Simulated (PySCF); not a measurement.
Structure problem from calculated spectra and properties.

Formula: C4H14PSi2; charge -1.

| Item | Value |
| --- | --- |
| 1H NMR | chemical shifts (computed TMS as zero) by class: 4.16 (2 H), -0.05 (3 H), -0.21 (9 H) ppm [GIAO HF/pcSseg-1] |
| XPS | Si2p3/2 101.2, Si2p3/2 101.4, P2p3/2 128.9, C1s 285.9 (×3), C1s 285.9, Si1s 1841.1, Si1s 1841.2, P1s 2142.4 eV [ΔSCF SCAN, pcX-2 on the ionised atom, pcseg-1 elsewhere, spin-free X2C, 2p3/2 from a spin–orbit splitting computed afterwards within the 2p shell] |
| Rotational structure | rotational constants A, B, C: 2.431, 0.758, 0.712 GHz [PBE0-D3(BJ)/def2-SVP] |
| 13C NMR | chemical shifts (computed TMS as zero) by class: 6.4 (3 C), 1.8 (1 C) ppm [GIAO HF/pcSseg-1] |
| NMR, other nuclei | isotropic shieldings of nuclei other than C and H, by class: 389 (1 Si), 424 (1 Si), 749 (1 P) ppm [GIAO HF/pcSseg-1] |

The electronic properties come from PySCF, for the isolated species, density fitting. Levels stand in brackets. One conformer (not necessarily the lowest) at the PBE0-D3(BJ)/def2-SVP geometry, without solvent, vibrations or thermal averaging. The geometry's basis has no diffuse functions, a weakness for an anion. No diffuse functions stand in pcSseg-1, which bears on an anion's orbital energies. Each NMR value is the plain mean over a class of atoms that symmetry, rotation or inversion makes alike.

Task: Give a SMILES that accounts for the data.

Result: Numbering: `[CH3:1][SiH2:2][P-:3][Si:4]([CH3:5])([CH3:6])[CH3:7]`. 4 carbons fall into 2 classes; from least to most shielded: Si-methyl carbon [C5/C6/C7] (6.4 ppm, 3 C), Si-methyl carbon [C1] (1.8 ppm). Hydrogen classes from least to most shielded: 2 H on an SiH2 silicon, Si2 (4.16 ppm), 3 H on an Si-methyl carbon, C1 (-0.05 ppm), 9 H on 3 Si-methyl carbons, C5/C6/C7 (-0.21 ppm, a mean of values up to 1.0 ppm apart in this geometry). The other shieldings belong to: 389 ppm, four-coordinate silicon [Si4]; 424 ppm, SiH2 silicon [Si2]; 749 ppm, phosphorus bonded to 2 Si [P3]. The core levels belong to: Si2p3/2 101.2 eV, four-coordinate silicon [Si4]; Si2p3/2 101.4 eV, SiH2 silicon [Si2]; P2p3/2 128.9 eV, phosphorus bonded to 2 Si [P3]; C1s 285.9 eV, Si-methyl carbon [C5/C6/C7]; C1s 285.9 eV, Si-methyl carbon [C1]; Si1s 1841.1 eV, four-coordinate silicon [Si4]; Si1s 1841.2 eV, SiH2 silicon [Si2]; P1s 2142.4 eV, phosphorus bonded to 2 Si [P3]. One atom of each topological class was ionised and stands for its class. By its constants the optimised geometry is an asymmetric top. Structure: `C[SiH2][P-][Si](C)(C)C`. The assignments are read from this structure; whether some other isomer fits the data as well wasn't checked.

Conformer computed: `[CH3:1][SiH2:2][P-:3][Si:4]([CH3:5])([CH3:6])[CH3:7]`: C1–Si2–P3–Si4 180°, Si2–P3–Si4–C5 180°.
